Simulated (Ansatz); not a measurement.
AsH, multiplicity 3 (the spin of the measured ground state), most abundant isotopes (1.0078 and 74.9216 u). Constants from fifth-degree fits in 1/R to seven points on the lowest solution found; no spin–orbit coupling, no relativity up to Kr; ω_e x_e and α_e move by some per cent with the fit.

Correlated levels freeze the inner cores; with def2 sets outer-core shells near the valence are correlated too. CBS(a, b) extrapolates the correlation energy as X⁻³ and adds the Hartree–Fock energy of set b.

Programs: Ansatz (a program for electronic structure). 

```
level                                r_e (Å)  ω_e (cm⁻¹)  ω_e x_e (cm⁻¹)  α_e (cm⁻¹)
-----------------------------------  -------  ----------  --------------  ----------
PBE/def2-TZVPP                        1.5459      2087.6            34.6       0.197
CCSD(T)/CBS(def2-TZVPP, def2-QZVPP)   1.5202      2177.7            34.9       0.202
```

Task: Predict ω_e, ω_e x_e, B_e and the fall in zero-point energy on putting deuterium (2.014102 u) for H, at CCSD(T)/CBS(def2-TZVPP, def2-QZVPP).

Result: 
The curve stays; ρ = √(μ_H/μ_D) = √(0.99445/1.96137) = 0.71205. ω_e scales with ρ: 1551 cm⁻¹; ω_e x_e and B_e with ρ²: 17.7 and 3.719 cm⁻¹. The zero-point energy falls by 309 cm⁻¹, by which D₀ of the deuteride is larger.
